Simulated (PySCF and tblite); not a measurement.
Values are calculated unless marked as measured or tabulated.
2 regioisomers of C12H12:

```
isomer                                                                          SMILES
     A  [CH3:1][CH2:2][c:3]1[cH:4][cH:5][c:6]2[cH:7][cH:8][cH:9][cH:10][c:11]2[cH:12]1
     B  [CH3:1][CH2:2][c:3]1[cH:4][cH:5][cH:6][c:7]2[cH:8][cH:9][cH:10][cH:11][c:12]12
```

Protocol: conformer search, at most 6 conformers an isomer, GFN2-xTB geometries, energies PBE0/6-31G* (D3(BJ) added where defined), weights at 298.15 K with GFN2-xTB thermal terms. Programs: PySCF with density fitting and tblite.

Equilibrium rotational constants and dipole components of each isomer's leading conformer, in random order:

```json
{"set": "P", "A (MHz)": "1412", "B (MHz)": "926", "C (MHz)": "589", "abs μa": "0.21", "abs μb": "0.18", "abs μc (D)": "0.03"}
{"set": "Q", "A (MHz)": "2446", "B (MHz)": "592", "C (MHz)": "499", "abs μa": "0.41", "abs μb": "0.01", "abs μc (D)": "0.04"}
```

**Question.** Match sets and isomers.

**Answer.** P is B (C1), Q is A (C1).

The whole study took 4.3 min on 1 thread of Arm Neoverse V2, shared host (rough), peak memory 1.1 GiB, launched as `OMP_NUM_THREADS=1 python ens_run.py task.json out`.
